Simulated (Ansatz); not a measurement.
`ClC(Cl)I` + H₂O → `OC(Cl)Cl` + HI at 500 K and 1 bar (formal hydrolysis of a C–I bond).

Gas-phase electronic energies from Ansatz, PBE0-D4/def2-TZVP geometries. CCSD(T)/CBS is the MP2 limit (def2-TZVPP, def2-QZVPP) plus CCSD(T) − MP2 in def2-TZVPP, frozen cores. This one scheme is used for every species. def2 core potentials past Kr. For I outer-core shells are correlated without core-valence functions, which leaves a few kJ/mol of doubt a bond. Each species was taken in one conformer, which may not be the lowest.

```json
{"species": "`ClC(Cl)I`", "CCSD(T)/CBS energy (Eh)": "-1255.63150", "H − E (kJ/mol)": "80.2", "S (J/(mol·K))": "363.9"}
{"species": "H₂O", "CCSD(T)/CBS energy (Eh)": "-76.37941", "H − E (kJ/mol)": "73.2", "S (J/(mol·K))": "206.3"}
{"species": "`OC(Cl)Cl`", "CCSD(T)/CBS energy (Eh)": "-1033.97530", "H − E (kJ/mol)": "119.8", "S (J/(mol·K))": "338.2"}
{"species": "HI", "CCSD(T)/CBS energy (Eh)": "-298.03592", "H − E (kJ/mol)": "28.6", "S (J/(mol·K))": "221.6"}
```

H − E and S are ideal-gas, rigid-rotor, harmonic terms from PBE0-D4/def2-TZVP, for one conformer and one mirror image of each species. 1 Eh = 2625.50 kJ/mol, R = 8.31446 J/(mol·K).

Task: By hand: ΔE, ΔH, ΔS and ΔG.

Result: ΔE = (-1033.97530) + (-298.03592) − (-1255.63150) − (-76.37941) = -0.00031 Eh = -0.8 kJ/mol. Δ(H − E) = 119.8 + 28.6 − 80.2 − 73.2 = -5.0, so ΔH = -5.8 kJ/mol. ΔS = 338.2 + 221.6 − 363.9 − 206.3 = -10.4 J/(mol·K). ΔG = -5.8 − 500 × (-10.4)/1000 = -0.6 kJ/mol.

Task: By hand: the equilibrium constant, and the temperature at which ΔG would vanish if ΔH and ΔS stayed fixed.

Result: log₁₀ K = −ΔG/(RT ln 10) = 0.1. ΔG = 0 at ΔH/ΔS = 558 K, though so small a ΔH makes that figure unsure.

TΔS isn't small against ΔH here. The sign of ΔG lies within the doubt. A doubt of 5 kJ/mol in ΔE shifts log₁₀ K by 0.5 here. Other conformers and mirror images would add mixing entropy, several J/(mol·K) or more a flexible species. These are equilibria of isolated gas molecules and say nothing of rates. Largest T1 diagnostic: 0.010 (customary marks: 0.02 for closed shells, 0.045 for open ones).
